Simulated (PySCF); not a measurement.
Cd(Me)2 (C2H6Cd), SMILES [CH3][Cd][CH3].

Geometry: B3LYP-D3(BJ)/def2-SVP. The isomer is the one that the SMILES or the coordinates give; other isomers of the formula were not compared. The def2 effective core potentials stand for the cores of Cd; spin–orbit coupling is left out.

Level of theory: PySCF with ωB97X/def2-TZVPD.

Symmetry labels are those of the subgroup C2 that the program uses (full group D3).

Task: List the valence orbital energies around the gap with their symmetry. (An estimate is asked for; the answer gives what the named calculation found.)

Result: 
| orbital | symmetry | energy (eV) |
|---|---|---|
| HOMO−7 | A | -16.93 |
| HOMO−6 | B | -16.93 |
| HOMO−5 | B | -13.20 |
| HOMO−4 | A | -13.20 |
| HOMO−3 | A | -12.88 |
| HOMO−2 | B | -12.88 |
| HOMO−1 | A | -10.87 |
| HOMO | B | -9.10 |
| LUMO | A | 1.61 |
| LUMO+1 | B | 1.61 |
| LUMO+2 | A | 1.66 |
| LUMO+3 | B | 2.54 |
